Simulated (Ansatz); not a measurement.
Relaxation of the cluster Li8Al⁻ with RKS r2SCAN-D4/def2-TZVPD.

```sh
$ ansatz run in.yaml --threads 4 --pin off --events-out ev --progress --plain --max-ram 3916MiB
```

```yaml
crystal:
  periodic: [false, false, false]
  atoms:
    - {symbol: Li, position_ang: [2.296600, 1.084200, -0.828000]}
    - {symbol: Li, position_ang: [-1.416500, 1.911500, -0.914500]}
    - {symbol: Li, position_ang: [0.718500, 2.209600, 1.160900]}
    - {symbol: Li, position_ang: [-0.955800, -2.238400, -1.098300]}
    - {symbol: Li, position_ang: [2.492500, 0.469800, 1.598300]}
    - {symbol: Li, position_ang: [0.000000, 0.000000, 0.000000]}
    - {symbol: Li, position_ang: [1.176500, -2.358800, 0.570400]}
    - {symbol: Li, position_ang: [-0.350600, 0.313800, 2.516200]}
    - {symbol: Al, position_ang: [0.226700, 0.676700, -2.450900]}
basis:
  gaussian: {orbitals: def2-TZVPD}
total_charge: -1
hamiltonian: {xc: r2scan, dispersion: d4}
scf: {lower_state_search: "off"}
output: {orbitals: {seedname: orbitals}}
relax: {f_tol: 0.02, max_steps: 100}
```

Run time 1.7 min (4 threads of Arm Neoverse V2 on a shared host).

Positions (Å) and forces (eV/Å) at steps 1, 2, 3, 4, 5, 6, 7, 8, 9, 10, 11, 12, 13, 14, 15, 16, 17, 18, 19, 20, 21, 22, 23, 24, 25, 28, 29 of 29:

```xyz
9
step=1 energy=-8231.1737 eV
Li    2.297    1.084   -0.828    0.209    0.292   -0.753
Li   -1.417    1.911   -0.914   -0.287    0.029    0.039
Li    0.719    2.210    1.161   -0.037    0.841   -0.223
Li   -0.956   -2.238   -1.098   -0.243    0.471   -0.334
Li    2.493    0.470    1.598    0.348   -0.554    0.798
Li    0.000    0.000    0.000   -0.014   -0.320    0.080
Li    1.177   -2.359    0.570    0.278    0.066    0.306
Li   -0.351    0.314    2.516   -0.242   -0.468    0.511
Al    0.227    0.677   -2.451   -0.012   -0.357   -0.423
9
step=2 energy=-8231.7650 eV
Li    2.351    1.149   -0.977    0.020    0.125   -0.253
Li   -1.481    1.880   -0.930   -0.141   -0.080   -0.033
Li    0.723    2.353    1.134    0.064    0.248   -0.120
Li   -1.002   -2.096   -1.188   -0.150    0.390   -0.293
Li    2.547    0.365    1.753    0.062   -0.125    0.292
Li    0.014   -0.028    0.026    0.175   -0.013    0.144
Li    1.224   -2.339    0.640    0.086    0.048    0.192
Li   -0.388    0.214    2.624   -0.061   -0.290    0.251
Al    0.199    0.570   -2.529   -0.054   -0.303   -0.180
9
step=3 energy=-8232.0133 eV
Li    2.346    1.184   -1.042   -0.033    0.071   -0.156
Li   -1.516    1.822   -0.953   -0.075   -0.125   -0.065
Li    0.744    2.404    1.110    0.062    0.124   -0.043
Li   -1.040   -1.935   -1.288   -0.133    0.289   -0.231
Li    2.562    0.353    1.831    0.015   -0.009    0.145
Li    0.073   -0.015    0.068    0.198    0.041    0.140
Li    1.225   -2.322    0.701   -0.003    0.042    0.135
Li   -0.384    0.120    2.698   -0.007   -0.223    0.139
Al    0.177    0.458   -2.572   -0.023   -0.210   -0.065
9
step=4 energy=-8232.1853 eV
Li    2.329    1.224   -1.106   -0.037    0.047   -0.092
Li   -1.541    1.732   -0.994   -0.033   -0.139   -0.061
Li    0.768    2.450    1.110    0.041    0.066   -0.008
Li   -1.106   -1.776   -1.379   -0.159    0.125   -0.098
Li    2.575    0.375    1.882    0.012    0.027    0.061
Li    0.159    0.006    0.114    0.160    0.068    0.087
Li    1.192   -2.308    0.770   -0.044    0.031    0.089
Li   -0.368    0.004    2.754    0.006   -0.173    0.074
Al    0.179    0.362   -2.597    0.054   -0.053   -0.052
9
step=5 energy=-8232.3026 eV
Li    2.324    1.286   -1.164    0.004    0.022   -0.037
Li   -1.566    1.591   -1.052   -0.020   -0.095   -0.038
Li    0.786    2.495    1.120   -0.002    0.030    0.002
Li   -1.240   -1.636   -1.406   -0.086    0.073   -0.010
Li    2.597    0.412    1.914    0.036    0.021    0.016
Li    0.264    0.043    0.144    0.099    0.055    0.002
Li    1.131   -2.294    0.845   -0.046    0.013    0.032
Li   -0.345   -0.144    2.787   -0.016   -0.098    0.030
Al    0.236    0.315   -2.635    0.030   -0.021    0.004
9
step=6 energy=-8232.3395 eV
Li    2.376    1.349   -1.208   -0.001   -0.006   -0.010
Li   -1.615    1.444   -1.100   -0.026    0.095   -0.016
Li    0.782    2.541    1.130    0.003    0.005    0.015
Li   -1.379   -1.508   -1.363   -0.023   -0.111   -0.010
Li    2.637    0.452    1.931    0.033    0.001    0.012
Li    0.394    0.102    0.139    0.025    0.017    0.039
Li    1.057   -2.283    0.867    0.016   -0.012    0.006
Li   -0.362   -0.290    2.773   -0.027   -0.004   -0.006
Al    0.299    0.260   -2.614    0.000    0.015   -0.030
9
step=7 energy=-8232.3451 eV
Li    2.246    1.426   -1.261    0.115    0.021   -0.190
Li   -1.494    1.578   -1.185    0.026   -0.072   -0.025
Li    0.828    2.537    1.279   -0.071    0.143    0.113
Li   -1.429   -1.580   -1.329    0.089    0.109    0.056
Li    2.728    0.464    1.927   -0.039   -0.056    0.057
Li    0.408    0.113    0.136   -0.067   -0.044    0.001
Li    1.121   -2.260    0.911   -0.046   -0.008   -0.049
Li   -0.487   -0.353    2.736    0.043   -0.035   -0.001
Al    0.267    0.143   -2.658   -0.048   -0.058    0.038
9
step=8 energy=-8232.3362 eV rejected
Li    2.172    1.494   -1.369   -0.071    0.033    0.017
Li   -1.397    1.674   -1.312    0.145   -0.089    0.005
Li    0.858    2.592    1.461   -0.004   -0.065   -0.069
Li   -1.452   -1.625   -1.215    0.120    0.154    0.050
Li    2.764    0.456    1.954   -0.156    0.005   -0.042
Li    0.427    0.181    0.148   -0.081   -0.015   -0.005
Li    1.136   -2.234    0.859   -0.048   -0.002   -0.076
Li   -0.569   -0.458    2.707    0.113    0.016   -0.033
Al    0.249   -0.014   -2.679   -0.018   -0.037    0.152
9
step=9 energy=-8232.3688 eV
Li    2.225    1.462   -1.317   -0.061    0.030    0.026
Li   -1.433    1.620   -1.243    0.090   -0.045   -0.016
Li    0.812    2.575    1.343    0.007   -0.043   -0.036
Li   -1.413   -1.583   -1.242    0.050    0.086    0.041
Li    2.690    0.448    1.942   -0.090    0.011   -0.022
Li    0.402    0.149    0.148   -0.019    0.002    0.005
Li    1.100   -2.264    0.834   -0.033    0.004   -0.049
Li   -0.470   -0.396    2.737    0.066   -0.005   -0.016
Al    0.274    0.056   -2.648   -0.008   -0.039    0.068
9
step=10 energy=-8232.3991 eV
Li    2.180    1.510   -1.327   -0.081    0.023    0.025
Li   -1.353    1.652   -1.289    0.089    0.001   -0.056
Li    0.787    2.585    1.359    0.018   -0.025   -0.011
Li   -1.409   -1.562   -1.169   -0.012    0.023    0.012
Li    2.644    0.440    1.939   -0.084    0.010   -0.018
Li    0.385    0.161    0.161    0.020    0.012    0.021
Li    1.082   -2.276    0.760   -0.005    0.016   -0.042
Li   -0.425   -0.420    2.746    0.059   -0.020   -0.004
Al    0.299   -0.022   -2.626   -0.004   -0.040    0.074
9
step=11 energy=-8232.4411 eV
Li    2.105    1.570   -1.337    0.040    0.028   -0.096
Li   -1.241    1.707   -1.365    0.021    0.083   -0.103
Li    0.770    2.600    1.390   -0.023    0.043    0.084
Li   -1.429   -1.546   -1.097   -0.115   -0.076   -0.032
Li    2.594    0.437    1.937   -0.022   -0.012    0.047
Li    0.360    0.176    0.180    0.025    0.021    0.046
Li    1.075   -2.281    0.676    0.049    0.014   -0.044
Li   -0.374   -0.463    2.763    0.038   -0.036    0.020
Al    0.327   -0.131   -2.592   -0.013   -0.065    0.078
9
step=12 energy=-8232.5044 eV
Li    2.045    1.621   -1.370   -0.060   -0.040   -0.022
Li   -1.118    1.804   -1.481    0.076   -0.045   -0.105
Li    0.754    2.626    1.457   -0.029    0.080    0.041
Li   -1.491   -1.565   -1.029    0.006    0.035   -0.005
Li    2.552    0.441    1.955    0.054   -0.012    0.040
Li    0.328    0.210    0.202   -0.029    0.030    0.021
Li    1.100   -2.264    0.568   -0.020    0.053   -0.157
Li   -0.325   -0.534    2.780    0.014   -0.049    0.045
Al    0.342   -0.272   -2.529   -0.012   -0.051    0.142
9
step=13 energy=-8232.6120 eV
Li    1.991    1.637   -1.370   -0.066   -0.113    0.035
Li   -1.020    1.839   -1.628    0.083   -0.123   -0.093
Li    0.753    2.686    1.514   -0.028    0.113    0.016
Li   -1.564   -1.542   -0.966    0.012    0.035   -0.007
Li    2.513    0.451    1.977    0.063   -0.029    0.009
Li    0.264    0.273    0.253   -0.055    0.052    0.025
Li    1.114   -2.213    0.381   -0.029    0.120   -0.237
Li   -0.253   -0.633    2.819    0.012   -0.052    0.059
Al    0.390   -0.431   -2.426    0.009   -0.003    0.192
9
step=14 energy=-8232.7222 eV
Li    1.969    1.608   -1.341   -0.032   -0.133    0.059
Li   -0.964    1.819   -1.734    0.059   -0.152   -0.085
Li    0.755    2.748    1.544   -0.011    0.130    0.010
Li   -1.619   -1.513   -0.933    0.008    0.028   -0.013
Li    2.491    0.459    1.982    0.030   -0.031   -0.012
Li    0.196    0.332    0.306   -0.068    0.056    0.041
Li    1.123   -2.138    0.203   -0.007    0.091   -0.222
Li   -0.197   -0.711    2.848    0.019   -0.044    0.078
Al    0.434   -0.535   -2.323    0.001    0.055    0.143
9
step=15 energy=-8232.8231 eV
Li    1.974    1.519   -1.277    0.017   -0.075    0.091
Li   -0.934    1.749   -1.824   -0.003   -0.022   -0.104
Li    0.770    2.833    1.552    0.043    0.094    0.009
Li   -1.657   -1.497   -0.935    0.035   -0.016    0.000
Li    2.470    0.461    1.973   -0.088   -0.039   -0.072
Li    0.111    0.389    0.378   -0.055    0.009    0.049
Li    1.140   -2.049    0.030    0.002    0.076   -0.044
Li   -0.142   -0.775    2.904    0.069   -0.054    0.048
Al    0.456   -0.563   -2.247   -0.018    0.027    0.023
9
step=16 energy=-8232.8910 eV
Li    1.995    1.398   -1.151   -0.066    0.015    0.034
Li   -0.906    1.738   -1.985    0.075   -0.077   -0.003
Li    0.843    2.956    1.551    0.074    0.051    0.003
Li   -1.643   -1.548   -0.922    0.012    0.030   -0.020
Li    2.384    0.431    1.897   -0.058   -0.009   -0.039
Li   -0.049    0.469    0.465   -0.083    0.007   -0.056
Li    1.160   -1.915   -0.077    0.065   -0.075    0.198
Li   -0.045   -0.897    2.979    0.050   -0.065    0.030
Al    0.450   -0.564   -2.202   -0.068    0.123   -0.148
9
step=17 energy=-8232.9371 eV
Li    1.930    1.397   -1.098   -0.026    0.031    0.010
Li   -0.879    1.669   -2.098    0.001   -0.013   -0.012
Li    0.956    3.063    1.567    0.060    0.017   -0.004
Li   -1.659   -1.505   -0.985    0.016   -0.010   -0.019
Li    2.320    0.422    1.843   -0.024    0.008   -0.002
Li   -0.184    0.531    0.522   -0.020   -0.026   -0.078
Li    1.167   -1.868   -0.018   -0.012   -0.051    0.148
Li    0.053   -1.055    3.031    0.034   -0.043    0.010
Al    0.483   -0.587   -2.210   -0.029    0.086   -0.052
9
step=18 energy=-8232.9721 eV
Li    1.886    1.480   -1.065   -0.023    0.034    0.012
Li   -0.925    1.610   -2.222   -0.025    0.012    0.003
Li    1.120    3.161    1.569    0.037   -0.008    0.003
Li   -1.661   -1.532   -1.103    0.004    0.023   -0.036
Li    2.277    0.419    1.810   -0.004    0.007   -0.003
Li   -0.271    0.565    0.525   -0.007   -0.019   -0.072
Li    1.075   -1.884    0.115   -0.001    0.016   -0.019
Li    0.153   -1.208    3.088    0.010   -0.007    0.013
Al    0.533   -0.544   -2.163    0.011   -0.058    0.099
9
step=19 energy=-8232.9972 eV
Li    1.816    1.604   -1.028   -0.009    0.027   -0.017
Li   -0.986    1.509   -2.324    0.019   -0.018   -0.024
Li    1.300    3.220    1.605    0.006    0.009    0.026
Li   -1.696   -1.514   -1.254    0.057    0.003   -0.019
Li    2.227    0.403    1.746    0.013    0.002   -0.018
Li   -0.357    0.585    0.491    0.012   -0.028   -0.024
Li    1.026   -1.900    0.210   -0.048   -0.030   -0.024
Li    0.243   -1.296    3.155    0.006    0.011    0.033
Al    0.615   -0.543   -2.046   -0.055    0.024    0.068
9
step=20 energy=-8233.0349 eV
Li    1.729    1.778   -1.015   -0.018    0.010   -0.017
Li   -1.005    1.429   -2.475    0.068   -0.079    0.012
Li    1.446    3.269    1.695    0.003   -0.007    0.035
Li   -1.688   -1.529   -1.390    0.076    0.022   -0.034
Li    2.205    0.368    1.620   -0.016   -0.024   -0.084
Li   -0.431    0.588    0.471   -0.002   -0.003   -0.004
Li    0.883   -1.990    0.287   -0.031   -0.022    0.020
Li    0.354   -1.328    3.266    0.015    0.024    0.023
Al    0.696   -0.515   -1.904   -0.095    0.079    0.047
9
step=21 energy=-8233.0893 eV
Li    1.664    1.909   -1.005   -0.045    0.031   -0.016
Li   -0.998    1.339   -2.569    0.104   -0.065    0.021
Li    1.547    3.279    1.782    0.011   -0.035    0.028
Li   -1.660   -1.534   -1.510    0.104    0.013   -0.025
Li    2.175    0.314    1.440   -0.043   -0.025   -0.110
Li   -0.517    0.612    0.481    0.011   -0.004   -0.006
Li    0.764   -2.046    0.359   -0.048   -0.040    0.038
Li    0.452   -1.324    3.348    0.029    0.037    0.011
Al    0.762   -0.481   -1.771   -0.123    0.089    0.060
9
step=22 energy=-8233.1619 eV
Li    1.569    2.037   -1.004   -0.027    0.027    0.009
Li   -0.943    1.280   -2.649    0.090   -0.075    0.023
Li    1.635    3.253    1.857    0.008   -0.050    0.017
Li   -1.613   -1.556   -1.605    0.110    0.031   -0.026
Li    2.135    0.262    1.258   -0.051   -0.031   -0.126
Li   -0.592    0.638    0.500    0.005   -0.010    0.000
Li    0.636   -2.107    0.421   -0.040   -0.022    0.061
Li    0.556   -1.291    3.409    0.033    0.041   -0.008
Al    0.805   -0.447   -1.634   -0.126    0.089    0.050
9
step=23 energy=-8233.2170 eV
Li    1.524    2.112   -0.988   -0.026    0.040    0.005
Li   -0.889    1.234   -2.673    0.035    0.007   -0.036
Li    1.659    3.179    1.903    0.008   -0.055    0.022
Li   -1.547   -1.556   -1.659   -0.002   -0.055   -0.061
Li    2.084    0.211    1.077    0.021   -0.008   -0.020
Li   -0.635    0.645    0.521   -0.016    0.037    0.050
Li    0.559   -2.131    0.487   -0.025   -0.025    0.041
Li    0.621   -1.219    3.422    0.035    0.048   -0.009
Al    0.810   -0.406   -1.537   -0.030    0.010    0.008
9
step=24 energy=-8233.2391 eV
Li    1.445    2.179   -0.960   -0.018   -0.007    0.020
Li   -0.823    1.237   -2.774   -0.022   -0.068    0.005
Li    1.698    3.063    1.982    0.004   -0.061    0.020
Li   -1.529   -1.663   -1.824    0.084    0.076    0.023
Li    2.121    0.168    0.965    0.005    0.015    0.053
Li   -0.681    0.710    0.603    0.008   -0.046   -0.019
Li    0.492   -2.152    0.569   -0.077    0.048   -0.025
Li    0.720   -1.095    3.434    0.042    0.055   -0.012
Al    0.745   -0.379   -1.442   -0.025   -0.012   -0.063
9
step=25 energy=-8233.2728 eV
Li    1.365    2.211   -0.910   -0.001    0.003    0.006
Li   -0.840    1.160   -2.838    0.022   -0.010    0.020
Li    1.705    2.908    2.093   -0.005   -0.055    0.019
Li   -1.479   -1.649   -1.885    0.049    0.024    0.013
Li    2.173    0.141    0.929   -0.034    0.007    0.027
Li   -0.688    0.678    0.587    0.019    0.011    0.000
Li    0.337   -2.076    0.600    0.022   -0.003   -0.002
Li    0.833   -0.934    3.442    0.013    0.056   -0.018
Al    0.783   -0.372   -1.465   -0.085   -0.033   -0.065
9
step=28 energy=-8233.2937 eV
Li    1.355    2.202   -0.921    0.010    0.003    0.047
Li   -0.849    1.165   -2.834   -0.001   -0.007    0.003
Li    1.644    2.691    2.245   -0.008   -0.016   -0.033
Li   -1.474   -1.656   -1.883   -0.001    0.007    0.000
Li    2.185    0.115    0.882   -0.012    0.009    0.003
Li   -0.642    0.675    0.594   -0.001    0.002    0.005
Li    0.360   -2.080    0.581    0.004    0.015    0.033
Li    0.834   -0.653    3.407    0.004   -0.004   -0.026
Al    0.775   -0.391   -1.518    0.004   -0.009   -0.032
9
step=29 energy=-8233.2958 eV
Li    1.365    2.196   -0.888   -0.006    0.006   -0.007
Li   -0.847    1.167   -2.827    0.004    0.006    0.002
Li    1.620    2.669    2.228    0.000    0.001   -0.002
Li   -1.477   -1.649   -1.879    0.004   -0.001    0.006
Li    2.183    0.114    0.874    0.007   -0.004    0.004
Li   -0.643    0.673    0.589    0.000   -0.002   -0.007
Li    0.363   -2.064    0.602   -0.005   -0.004   -0.004
Li    0.842   -0.640    3.385   -0.001   -0.002    0.003
Al    0.781   -0.397   -1.531   -0.003   -0.001    0.006
```

The restricted singlet is unstable towards broken spin symmetry at other levels; at r2SCAN-D4/def2-TZVPD this wasn't settled. The highest occupied level of the charge -1 singlet lies above zero (up to 0.21 eV). Its loss leaves the charge 0 doublet, which lies 0.92 eV higher (vertical, at r2SCAN-D4/def2-TZVPD), but this difference is unsure: the doublet is doubtful (geometry relaxed on an unsound state). At r2SCAN-D4/def2-TZVPD a triplet of charge -1 lies 0.05 eV below the restricted singlet at the same geometry. That triplet is doubtful there (⟨S²⟩ 2.32, where a pure state has 2.00). The structure comes from a short search, and lower isomers may exist.
